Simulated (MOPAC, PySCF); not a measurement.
C₂H₂O, SMILES `C1=CO1`, neutral singlet in the gas phase. 

Z-matrix (Å, degrees):
```
C
C 1 1.2595
H 1 1.0697 2 161.85
H 2 1.0697 1 161.85 3 0.00
O 1 1.4973 3 133.02 2 180.00
```
Charge 0, multiplicity 1.

All levels are single points at this geometry (B3LYP-D3(BJ)/def2-TZVP); Pople sets use spherical d functions. Orbital energies aren't observables, and empty levels follow the basis.

```csv
level,HOMO (eV),LUMO (eV),gap (eV),dipole (D),"vertical IE, Delta-SCF (eV)"
B3LYP-D3(BJ)/def2-TZVP in PySCF,-5.67,-0.67,5.00,2.45,–
PBE-D3(BJ)/def2-TZVP in PySCF,-4.35,-1.45,2.90,2.30,–
B3LYP/3-21G in PySCF,-4.89,-0.07,4.83,2.53,–
B3LYP/6-311+G** in PySCF,-5.78,-0.84,4.94,2.63,–
B3LYP/6-31G* in PySCF,-5.12,-0.05,5.07,2.53,8.41
BP86/6-31G* in PySCF,-3.86,-1.02,2.84,2.42,–
M06-2X/6-31G* in PySCF,-7.08,1.23,8.31,2.58,–
PBE/6-31G* in PySCF,-3.73,-0.92,2.82,2.39,8.28
HF/6-31G* in PySCF,-9.10,4.37,13.47,2.94,7.44
HF/STO-3G in PySCF,-7.07,8.47,15.53,1.71,–
AM1 in MOPAC,-9.72,0.70,10.42,2.48,–
PM3 in MOPAC,-9.81,0.75,10.56,2.35,–
PM6 in MOPAC,-9.19,0.24,9.43,2.72,–
```
